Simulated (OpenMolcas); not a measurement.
A calculation on Ru²⁺.

```
Program             : OpenMolcas 26.06
Method              : MS-CASPT2, IPEA 0.25 Eh, imaginary shift 0.1 Eh (closed shells correlated: 4s 4p)
Basis               : ANO-RCC-VQZP [8s7p5d3f2g1h]
Scalar Hamiltonian  : DKH2, point nucleus
Active space        : 6 electrons in 6 orbitals (4d 5s)
State averaging     : 2S+1 = 5 even, 30 roots; 2S+1 = 7 even, 1 root kept (CI in the orbitals of an earlier block); 2S+1 = 3 even, 127 roots kept (CI in the orbitals of an earlier block, 107 in the spin-orbit step); 2S+1 = 1 even, 102 roots kept (CI in the orbitals of an earlier block, 62 in the spin-orbit step)
Spin-orbit coupling : state interaction with AMFI integrals over the reference wave functions, term energies averaged over their components
```

Q: Which level of the active space comes out lowest?

A: 4d6 5D4, with 98 % of that term; it is also the measured ground level.

Q: How high does 4d6 3G5 lie?

A: 19070 cm-1 above the lowest level.

Q: How high does 4d6 3P1(1) lie?

A: 18630 cm-1 above the lowest level.

Q: How high does 4d6 5D1 lie?

A: 2420 cm-1 above the lowest level; measured 2266 cm-1 above the ground level, so the calculation is off by +7 %.

Q: The level at 15380 cm-1 has J = 4. What is it made of, and what is its g factor?

A: 39 % 4d6 3H4, 32 % 4d6 3F(1), 20 % 4d6 3G; g = 1.014, against 0.800 from Landé's formula for the pure leading term.

Measured values: Moore, Atomic Energy Levels, vol. III, NSRDS-NBS 35 (1971 reprint of NBS Circular 467, 1958).

CASPT2 does not keep the components of a term degenerate, so their means are used; among the terms shown or strongly mixed into the levels shown the widest spread is 120 cm-1 (4d6 3F(1)). Blocks of more than 70 roots (2S+1 = 3 even) ran without multistate coupling. Some high roots are left out of the spin-orbit mixing, which shifts the levels that they would mix with. Terms from blocks run as CI alone lack orbitals of their own. Measured partners are found by configuration, term and J. A level has none where our copy of the source lacks it or the pairing is in doubt (some pairs that miss far off the trend of their configuration count as doubtful), and it then counts in no deviation. Only configurations of the active space appear.

A number in round brackets counts repeated terms of one configuration in the order of the reference energies.
